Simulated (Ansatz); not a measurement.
`[CH3][AlH][Br]` + HBr → `[Br][AlH][Br]` + CH₄  (ligand exchange at the Al–C bond)

Program: Ansatz. Geometries: PBE0-D4/def2-TZVP. ΔE: electronic, gas phase. CCSD(T)/CBS is the MP2 limit (def2-TZVPP, def2-QZVPP) plus CCSD(T) − MP2 in def2-TZVPP, frozen cores. This one scheme is used for every species. Functionals use def2-TZVPP. HSE06 is defined as in plane-wave codes. For Br outer-core shells are correlated without core-valence functions, which leaves a few kJ/mol of doubt a bond. Scalar relativity is left out up to krypton.

```tsv
level	ΔE (kJ/mol)	difference from CCSD(T)/CBS
PBE-D4	-157.9	8.3
BLYP-D4	-159.2	7.0
r2SCAN-D4	-166.0	0.2
r2SCANh-D4	-166.9	-0.7
HSE06-D4	-162.9	3.3
BHLYP-D4	-170.7	-4.5
ωB97X-V	-162.3	3.9
ωB97M-V	-161.5	4.7
PBE-QIDH	-167.2	-1.0
PBE	-157.5	8.7
BLYP	-158.6	7.6
PBE0	-162.3	3.9
HSE06	-162.5	3.7
CCSD/def2-SVP	-166.5	-0.3
CCSD/def2-TZVPP	-163.1	3.1
MP2/def2-QZVPP	-169.9	-3.7
CCSD(T)/CBS	-166.2	0
```

Largest T1 diagnostic among the species: 0.008.

From PBE to PBE0 (25 % exact exchange), in def2-TZVPP and without D4, ΔE moves by −4.8 kJ/mol. Leaving LDA and LC-ωPBE aside and taking each functional with its dispersion term where it has one, the values spread over 12.8 kJ/mol, from BHLYP-D4 to PBE-D4. LDA lies +5.6 kJ/mol from PBE without D4.
